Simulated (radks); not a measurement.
Excited configurations of Mn9+: one electron is placed in a higher orbital outside [Ne] 3s2 3p3. The ground configuration is [Ne] 3s2 3p4. All-electron calculation, scalar-relativistic Kohn-Sham, SCAN, spin-polarised, spherical densities, finite nucleus; open shells are filled with parallel spins first; meta-GGA in the generalised Kohn-Sham scheme; Fermi nuclear charge, rms radius 3.7057 fm. Program: a radial shooting solver on a logarithmic mesh with Libxc functionals. Excitation = E - E(ground); binding = E(ion) - E, where the ion is the core of charge +10; n* = 10/sqrt(2 binding) in atomic units. These energies are relativistic, and a one-electron ion of charge +10 with no core already has n* below n in this formula (scalar-relativistic equation, point nucleus: 4p 3.999, 4f 4.000, 5f 5.000). The quantum defect is therefore taken as that value minus n*, so that it holds no relativistic shift of the bare ion.

outer orbital,excitation (eV),binding (eV),n*,quantum defect,<r> (bohr)
4p,129.17,118.45,3.389,0.610,1.659
4f,158.70,88.923,3.912,0.088,1.645
5f,190.50,57.123,4.880,0.119,2.951

The Delta-SCF ionisation energy is 247.62 eV (NIST Atomic Spectra Database: 248.6 eV, semi-empirical). Self-interaction in the functional shifts the binding energies and quantum defects, so they are the method's values and not measured ones. Open shells are spherical and high-spin; term and fine-structure splittings are not resolved.
